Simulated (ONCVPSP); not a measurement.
**Configuration tests for O (ONCV)**

ONCVPSP 4.0.1 input, shortened (lines: element, Z, core and valence counts, functional; n l f; lmax; l rc ep ncon nbas qcut; lloc lpopt rc5 dvloc0; l nproj debl; icmod fcfact rcfact), PBE, scalar-relativistic:

```
  O 8.00    1    2        4      upf
    1    0    2.00
    2    0    2.00
    2    1    4.00
    2
    0    0.75    0.00    3    6   11.10
    1    1.50    0.00    3    8    8.40
    2    1.60    0.10    5    9    5.40
    0    5    0.75    0.00
    0    0    3.90
    1    1    2.80
    2    2    2.90
    2    0.50    1.10
```

Energies are relative to the spin-unpolarised reference configuration 2s2 2p4; without spin polarisation the order of configurations can differ from experiment.

| valence configuration | charge | ΔE all-electron (eV) | error AE − PS (meV) |
| --- | --- | --- | --- |
| 2s2 2p3 | +1 | 16.431 | +21 |
| 2s2 2p2 | +2 | 50.017 | +229 |
| 2s2 2p3.5 | +0.5 | 6.286 | +2.2 |

What are ΔE and the potential's error for 2s2 2p1?

ΔE = 103.885 eV all-electron; the error (AE − PS) is +1018 meV.

Levels in the configuration 2s2 2p3:

| level | all-electron (eV) | pseudo (eV) |
| --- | --- | --- |
| 2s | -39.664 | -39.687 |
| 2p | -24.450 | -24.379 |
